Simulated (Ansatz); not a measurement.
Ansatz (a quantum-chemistry and plane-wave program) input (PBE0/def2-QZVPP):
A basis named .json is the Basis Set Exchange file of that set.

Ansatz 0.2 input:
```yaml
crystal:
  periodic: [false, false, false]
  atoms:
    - {symbol: Br, position_ang: [2.28972257, -0.57978205, -0.19901767]}
    - {symbol: C, position_ang: [0.36654220, -0.24149583, -0.02850457]}
    - {symbol: C, position_ang: [-0.55900545, -1.32832196, 0.08174947]}
    - {symbol: C, position_ang: [-1.90393595, -1.04502257, 0.19993954]}
    - {symbol: Se, position_ang: [-1.97719115, 0.88898350, 0.16309177]}
    - {symbol: C, position_ang: [-0.10280305, 1.02817140, -0.01367405]}
    - {symbol: H, position_ang: [-0.19072496, -2.35067604, 0.07070096]}
    - {symbol: H, position_ang: [0.47014730, 1.93762248, -0.08726503]}
basis:
  gaussian:
    orbitals: def2-QZVPP.json
hamiltonian:
  xc: {name: PBE0}
total_charge: -1
```

Output:

```
Functional definition: PBE0
integrals: 0.83 GiB planned
1909 factors; their error is unknown
0.69 GiB of the device are held for the grids
3.81 GiB of device memory are held for the factors and their scratch space
mean field: 4.83 GiB planned
mean field evaluation 1: about -139550.1691 eV, gradient 6.1e1 eV
mean field evaluation 2: about -139519.4098 eV, gradient 1.2e2 eV
mean field evaluation 4: about -139558.2679 eV, gradient 1.7e1 eV
mean field evaluation 8: about -139558.9606 eV, gradient 1.8e-1 eV
mean field evaluation 16: about -139559.3421 eV, gradient 6.9e-4 eV
mean field -139559.34207519 eV, -5128.7112245435 hartree, gradient 5.2e-5 eV, S^2 0.000000; 0 other end points of the search recorded, 0 dependent functions left out
reference -139559.34210407 eV, -5128.7112256049 hartree; 48, 48 occupied and 418, 418 virtual orbitals, 1909 factors
Total energy: -139559.34210407 eV, -5128.7112256049 hartree
```

It need not be the lowest isomer of its formula. Whether it binds its extra electron was not tested at this geometry.
